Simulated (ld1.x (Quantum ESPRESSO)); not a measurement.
# Bi (Z = 83), TM semilocal: configuration errors across variants

ld1.x (Quantum ESPRESSO) 7.5 input, shortened:

```
&input
   title='Bi', zed=83., rel=1, dft='PBE', iswitch=3,
   config='[Xe] 4f14 5d10 6s1 6p4'
 /
 &inputp
   pseudotype=1, tm=.true., lloc=1,
   nlcc=.true., new_core_ps=.true., rcore=1.70
 /
2
6S  1  0   1.00   0.00  1.90  1.90  0.0
6P  2  1   4.00   0.00  1.95  1.95  0.0
 &test
   configts(1)='6s1 6p4'
 /
```

All-electron excitation energies from the reference (eV): (1) 6s2 6p3 -10.082; (2) 6s2 6p2 -2.170; (3) 6s2 6p1 13.077; (4) 6s2 6p3.3 -11.176; (5) 6s2 6p0 36.420; (6) 6s1 6p0 81.825; (7) 6s0 6p5 10.419.

In the semilocal form every listed channel keeps its own potential, so the choice of the local channel does not act on these tests. It acts once the file is put into the separable form.

A semilocal file is local in each channel, so a ghost entry of none says nothing of the separable form that plane-wave codes build from it.

2 further variants failed, have other tests or another functional or relativity, and are left out.

Errors AE − PS in meV (a dash: test not solved or not reliable):

```csv
change,(1),(2),(3),(4),(5),(6),(7),bound ghosts
base,-23,-15,-35,-25,-152,-609,-25,none
core correction none,+33,+43,+61,+31,+137,+188,+50,none
wave 6p (bound): rc 1.95 bohr becomes 6p (bound): rc 2.00 bohr,-24,-17,-36,-26,-153,-603,-27,none
"type RRKJ, which also changes the form from semilocal to separable; local potential the s channel; rho0 0.02",-25,-17,-37,-27,-154,-603,-29,none
"all radii but the core radius scaled by about 1.14 (s 2.16, p 2.22 bohr)",-31,-25,-47,-33,-158,-578,-37,none
```

Question: Give the same row for: wave 6s (bound): rc 1.90 bohr becomes 6s (bound): rc 2.28 bohr.

Answer: -28, -21, -40, -29, -150, -595, -32; bound ghosts: none.
